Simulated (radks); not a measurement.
The numbers below are computed, except where a source is named.
Task: Successive ionisation energies (eV) of one element, from differences of total energies of ions in their ground configurations, starting at charge 22: 628.87, 673.40, 718.91, 765.36, 1009.8, 1055.8, 1102.2, 1148.9, 1195.8, 1260.7, 1310.0, 1359.6, 1409.4, 1459.5, 1696.6, 1746.2, 1794.4, 1863.3, 1914.2, 1963.7, 2166.3, 2225.2. Level of theory: scalar-relativistic Kohn-Sham, r2SCAN, spin-polarised, spherical densities, finite nucleus; open shells are filled with parallel spins first (spin-orbit coupling, left out, can overturn this in heavy ions); meta-GGA in the generalised Kohn-Sham scheme; Fermi nuclear charge, rms radius 5.347 fm (a radial shooting solver on a logarithmic mesh with Libxc functionals). Which element is it?

Result: Hafnium (Z = 72). The first species listed is Hf22+ in [Kr] 4d10 4f4, the last Hf43+ in [Ar] 3d10 4s1.
